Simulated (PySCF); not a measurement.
```xyz
5
charge 0 multiplicity 1, angstrom
Cr   -0.0188    0.1865   -0.2262
N     0.0501   -0.9422    0.7347
H     0.4145    1.3640    0.8016
H     1.1886    1.1345    0.4254
H    -1.3286    0.9747    0.2217
```

All numbers come from PySCF, PBE0, basis Cr def2-TZVP, N def2-TZVP, H def2-TZVP (no relativity, density fitting).

This geometry of H₃CrN is a stationary point at this level.

(1) What is the point group?

(2) Is it a minimum?

(3) Which band is strongest in the infrared?

(4) Give the atomic charges and bond orders.

(5) What is the atomisation energy, with and without zero-point energy?

Results:

(1) C1.

(2) Yes: all harmonic wavenumbers are real.

(3) 2574 cm⁻¹ (a), 401 km/mol.

(4) 
| atom | Mulliken | Löwdin | polar tensor | Mayer order to Cr1 |
| --- | --- | --- | --- | --- |
| Cr1 | 0.53 | 0.01 | 0.71 | – |
| N2 | -0.51 | -0.16 | -0.58 | 2.98 |
| H3 | 0.10 | 0.13 | 0.22 | 0.40 |
| H4 | 0.00 | 0.09 | -0.04 | 0.45 |
| H5 | -0.12 | -0.07 | -0.32 | 0.83 |
Other Mayer orders above 0.3: H–H 0.50.

(5) 914 kJ/mol without, 846 kJ/mol with.

Stability towards spin polarisation was not tested. This need not be the most stable arrangement of these atoms.
